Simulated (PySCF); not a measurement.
## Cs: ionisation energy

Cs [Xe] 6s1 (2S) → Cs⁺ [Xe] (1S), as a difference of total energies. Calculation: PySCF 2.14, in x2c-TZVPPall with one added diffuse shell each of s, p, d type (12s8p7d2f1g, 94 functions); scalar relativity by spin-free X2C-1e. Correlated levels: valence and next inner shell: [Kr] 4d10 frozen. The calculations carry no spin-orbit coupling.

```csv
method,ionisation energy (eV),error (eV)
UHF,3.476,-0.418
LDA,4.105,+0.211
PBE,3.974,+0.080
PBE0,3.889,-0.005
r2SCAN,3.771,-0.123
M06-2X,3.801,-0.093
B3LYP,4.009,+0.115
LC-wPBE,3.699,-0.195
MP2 (valence and next inner shell),3.813,-0.081
SCS-MP2 (valence and next inner shell),3.746,-0.148
```

Reference: 3.894 eV (measured; NIST Atomic Spectra Database, ionization energies).

Errors of the correlated levels include the incompleteness of this basis and the frozen core.
